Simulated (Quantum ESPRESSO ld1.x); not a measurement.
Results of a calculation; reference values are marked as such.
All-electron atom: Tm XII in [Xe] 4f1 5d1 6s2 (not the ground configuration). Code: ld1.x of Quantum ESPRESSO 7.5. Model: scalar-relativistic Kohn-Sham, PBEsol, spin-unpolarised, spherical densities, point nucleus.

X-ray form factor f0, the Fourier transform of the density (f0(0) = 58):

sin(theta)/lambda (1/angstrom)  f0 (electrons)
0.05                                    57.545
0.1                                     56.245
0.15                                    54.272
0.2                                     51.856
0.25                                    49.226
0.3                                     46.565
0.4                                     41.570
0.5                                     37.238
0.6                                     33.545
0.8                                     27.724
1                                       23.389
1.25                                    19.348
1.5                                     16.529
2                                       12.927
